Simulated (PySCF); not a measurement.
**Radial density of Ar⁺ (argon, charge +1)**

UHF, [Ne] 3s1 3p5 3d1, one real determinant (an excited configuration). Computed with PySCF 2.14 in aug-cc-pwCVDZ, with the non-relativistic Hamiltonian (point nucleus).

```csv
r (bohr),4πr²ρ (e/bohr),4πr²(ρα − ρβ)
0.00119,0.06480,0.0003
0.00200,0.1786,0.0008
0.00336,0.4800,0.0022
0.00565,1.252,0.0056
0.00950,3.082,0.0137
0.0160,6.919,0.0303
0.0269,13.26,0.0560
0.0452,19.67,0.0762
0.0760,19.76,0.0696
0.128,14.74,0.1263
0.215,18.27,0.3782
0.362,19.19,0.2557
0.609,6.633,0.2458
1.02,4.701,1.9179
1.72,3.737,1.5642
2.90,0.5946,0.2624
4.87,0.01123,0.0060
8.19,4.778e-05,0.0000
```

⟨L²⟩ = 7.87 against 12 for a pure F term, so this real determinant mixes terms. The outer electron is Rydberg-like, and this basis confines it to a smaller radius and binds it less than a complete one would.
